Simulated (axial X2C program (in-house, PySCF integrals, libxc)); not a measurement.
**Low determinants of SbBr at the PBE0 level, with spin–orbit coupling**

All values were computed with an in-house relativistic program for diatomic molecules. Two-component (2c) means X2C with spin–orbit coupling and atomic mean-field two-electron Coulomb and Gaunt terms. Basis: Sb dyall-cv3z [11s12p8d4f1g], Br dyall-cv3z [8s9p6d4f1g] (cores contracted in-house); Gaussian nuclei, density fitting, unrestricted open shells. Masses: Sb 120.904 u, Br 78.918 u.

Search at 2.540 Å (vertical energies from the lowest determinant):

| ΔE (eV) | state | electrons beyond evenly filled partner blocks | electrons in ±ω = 1/2, 3/2, 5/2, 7/2 |
| --- | --- | --- | --- |
| 0.00 | Ω = 1 | ω = -1/2, ω = 3/2 | 55 25 6 0 |
| 0.37 | Ω = 0 | none | 56 24 6 0 |
| 0.78 | Ω = 2 | ω = 1/2, ω = 3/2 | 55 25 6 0 |
| 1.20 | Ω = 0 | none | 54 26 6 0 |
| 2.63 | Ω = 1 | 2 × ω = 1/2 | 56 24 6 0 |
| 4.00 | Ω = 3 | 2 × ω = 3/2 | 56 24 6 0 |
| 4.66 | Ω = 1 | 2 × ω = 1/2 | 54 26 6 0 |

Lowest determinant, Ω = 1 (⟨Sz⟩ = 0.99, ⟨Lz⟩ = 0.01 at PBE0): Re = 2.490 Å, ωe = 259.5 cm⁻¹.

The determinant in row 2 of the search, Ω = 0 (closed shell), was followed along the bond at PBE0; measured from the minimum of the lowest determinant it gives:

Te = 0.362 eV (2918 cm⁻¹), Re = 2.483 Å, ωe = 262.5 cm⁻¹.

Q: Compare the bond of the determinant in row 2 with that of the lowest one.

A: At PBE0 its Re is 0.007 Å shorter and its force constant, which goes as ωe², is 1.02 times that of the lowest determinant. T0 ≈ Te + Δωe/2 = 2918 + (2) = 2920 cm⁻¹.

The search compares states at one distance, so a state with another bond length can lie lower; it is not exhaustive and yields mostly the lowest determinant of each block pattern, so other components and higher states of one pattern are missing. These are energies of single determinants, not of spin-adapted states; PBE0 term energies can be off by some tenths of an eV, and the functional has no current term. Open-shell Ω = 0 determinants with evenly filled partner blocks cannot be reached by this program, so the Ω shown need not be the lowest component. The lowest determinant need not be the ground state where others lie within half an eV. A closed-shell Ω = 0 row of a π² shell mixes the 0⁺ component of the triplet with ¹Σ⁺ and matches no level; 0⁺ can lie lowest.
